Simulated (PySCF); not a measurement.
# Ne⁺: excitation energy

Ne⁺ [He] 2s2 2p5 (2P) → Ne⁺ [He] 2s1 2p6 (2S), as a difference of total energies. Computed with PySCF 2.14 in aug-cc-pCVTZ-DK (7s6p4d2f, 59 functions), with the spin-free X2C one-electron Hamiltonian (Gaussian nucleus). Correlated levels: valence: 1s2 frozen; valence and next inner shell: nothing frozen. The calculations carry no spin-orbit coupling.

```tsv
method	excitation energy (cm⁻¹)	error (cm⁻¹)
UHF	239900	+23115
LDA	184860	-31931
PBE	191230	-25554
PBE0	203430	-13360
r2SCAN	207910	-8880
r2SCANh	210680	-6111
BHandHLYP	214290	-2493
M06	202040	-14743
PW91	190900	-25886
MP2 (valence)	223080	+6291
SCS-MP2 (valence)	221910	+5124
MP2 (valence and next inner shell)	222330	+5541
SCS-MP2 (valence and next inner shell)	221470	+4686
```

Reference: 216790 cm⁻¹ (measured; NIST levels, between the centres of gravity of the two terms).

Errors of the correlated levels include the incompleteness of this basis and the frozen core.
